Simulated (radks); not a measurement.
Task: The mean radii <r> (bohr) of the occupied orbitals of an atom or ion are listed with their occupations. Method: scalar-relativistic Kohn-Sham, exchange-only PBE, spin-polarised, spherical densities, finite nucleus; Fermi nuclear charge, rms radius of each element as measured or else 0.836 A^(1/3) + 0.57 fm; computed with a radial shooting solver on a logarithmic mesh with Libxc functionals.

| orbital | occ. | <r> |
|---|---|---|
| 1s up | 1 | 0.09097 |
| 1s down | 1 | 0.09096 |
| 2s up | 1 | 0.4443 |
| 2s down | 1 | 0.4439 |
| 2p up | 3 | 0.4066 |
| 2p down | 3 | 0.4063 |
| 3s up | 1 | 1.439 |
| 3s down | 1 | 1.456 |
| 3p up | 3 | 1.595 |

Name the element and its charge. Open shells, if any, are filled with parallel spins first.

Result: Z = 17, chlorine, charge +2: Cl2+ in [Ne] 3s2 3p3. The 1s radius gives Z: for a bare nucleus <r> = (2 gamma + 1)/(2Z) with gamma = sqrt(1 - (Z/c)^2), 0.08778 bohr for Z = 17, and screening makes it slightly larger (0.09097 here). The occupations add up to 15, and the charge is Z minus that.
